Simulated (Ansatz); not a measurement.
Cost and result up the ladder for Ca₁₂O₁₂ (started as a model of: 2x2x6 CaO rock-salt block) (24 atoms). The state is a singlet with charge 0. Geometry: PBE-D4/def2-SVP.

Cartesian coordinates in Å:
```
Ca 0.162 -3.923 4.311
Ca -1.219 -0.881 1.319
Ca -2.548 2.193 -1.722
Ca 0.672 -3.523 1.185
Ca -0.632 -0.431 -1.848
Ca -1.911 2.682 -4.812
Ca 1.287 -1.084 3.381
Ca -0.026 1.974 0.318
Ca -1.338 4.958 -2.763
Ca 3.089 -3.717 3.263
Ca 1.874 -0.663 0.211
Ca 0.589 2.413 -2.845
O -0.513 -2.421 2.832
O -1.809 0.661 -0.228
O -3.015 3.712 -3.278
O 1.348 -4.894 2.801
O 0.035 -1.919 -0.279
O -1.278 1.151 -3.344
O 1.894 -2.726 4.754
O 0.616 0.387 1.797
O -0.691 3.480 -1.247
O 2.482 -2.210 1.759
O 1.157 0.870 -1.290
O -0.225 3.908 -4.277
```

Ansatz on 4 threads of AMD EPYC 7R13 on a shared host and a share (37 GiB) of an NVIDIA H100 80GB HBM3. Times are rough, and most runs start from the orbitals of an earlier one. PBE0-D4/def2-TZVP serves as the yardstick here, not as an exact answer. Differences are given only for rows in sets of like size (and for xTB, whose basis is part of the method), since another set adds its own error. Binding counts from free atoms at the same level (Ca singlet, O triplet; other spins of the atoms weren't run), without zero-point energy or a counterpoise term.

Correlated methods freeze 72 core orbitals; core or outer-core shells of Ca are correlated, in sets that lack core-valence functions. The rows differ in basis, and correlated rows in double-zeta sets carry the largest basis error. Single mean-field runs in def2-SVP, def2-TZVP are fitted with def2-universal-jkfit. Another isomer (singlet) lies 1.16 eV lower at PBE0-D4/def2-TZVP; other spin states weren't run for this one.

Correlated methods converge slowly with the basis, most of all in double-zeta sets.

```csv
level,functions,binding energy per atom (eV),difference from PBE0-D4/def2-TZVP (eV)
PBE-D4/def2-SVP,456,5.02,–
r2SCANh-D4/def2-TZVP,804,4.73,0.18
PBE-D4/def2-TZVP (with forces),804,4.83,0.27
HF/STO-3G,216,0.79,–
PBE0-D4/def2-TZVP,804,4.55,0.00
MP2/def2-SVP,456,4.55,–
r2SCAN-D4/def2-TZVP,804,4.85,0.30
PBE0-D4/def2-SVP,456,4.73,–
```

(1) Estimate how long each takes.

Results:

(1) HF/STO-3G 2 s; PBE-D4/def2-SVP 2.9 s; PBE0-D4/def2-SVP 3.2 s; PBE0-D4/def2-TZVP 4.4 s; MP2/def2-SVP 4.5 s; PBE-D4/def2-TZVP (with forces) 5.5 s; r2SCAN-D4/def2-TZVP 5.5 s; r2SCANh-D4/def2-TZVP 6 s. On shared hardware such times vary by a factor of up to 3.
